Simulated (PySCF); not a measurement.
HBrF$_{2}$OSi, singlet, at a GFN2-xTB geometry. Base run: PySCF with HF/6-31G, polarisability.

Here is a job for PySCF.
```python
from pyscf import gto, scf
from pyscf.prop import polarizability

mol = gto.Mole()
mol.atom = '''
    O     1.973330    0.161691   -0.101116
    Si    0.563087   -0.401146    0.376484
    F     0.367305   -0.290397    1.946753
    F     0.409626   -1.956960    0.107725
    Br   -0.956636    0.705751   -0.661580
    H     2.820029   -0.152544    0.203135
'''
mol.basis = '6-31g'
mol.charge = 0
mol.spin = 0
mol.verbose = 4
mol.build()

mf = scf.RHF(mol)
mf.kernel()
alpha = mf.Polarizability().polarizability()[2, 2]
print('alpha_zz =', alpha)
```

The base run was repeated with changes; each row names its change, and settings that it needs were set with it.

| change | alpha_zz (bohr³) | basis functions | core-seconds (rough) |
|---|---|---|---|
| base | 23.32 | 69 | 1 |
| functional = lda,vwn | 29.20 | 69 | 6 |
| finite field (a.u.) = 0.02; conv_tol = 1e-11 | 23.35 | 69 | 2 |
| finite field (a.u.) = 2e-4; conv_tol = 1e-11 | 23.32 | 69 | 1 |
| finite field (a.u.) = 0.005; conv_tol = 1e-11 | 23.32 | 69 | 1 |
| finite field (a.u.) = 2e-4; conv_tol = 1e-6 | 23.11 | 69 | 1 |
| finite field (a.u.) = 0.001; conv_tol = 1e-6 | 23.23 | 69 | 1 |
| functional = camb3lyp | 26.70 | 69 | 30 |
| basis = STO-3G | 11.92 | 43 | 0.4 |
| functional = pbe0 | [?] | 69 | 10 |
| finite field (a.u.) = 0.001; conv_tol = 1e-11 | 23.32 | 69 | 1 |
| functional = pbe | 29.07 | 69 | 10 |

### Question
Complete the blanks.

### Answer

- functional = pbe0, alpha_zz (bohr³): 27.16

Finite-field rows take the second difference of the energy in a field along z; a small field with loose convergence shows SCF noise divided by the square of the field, and a large one adds hyperpolarisability.
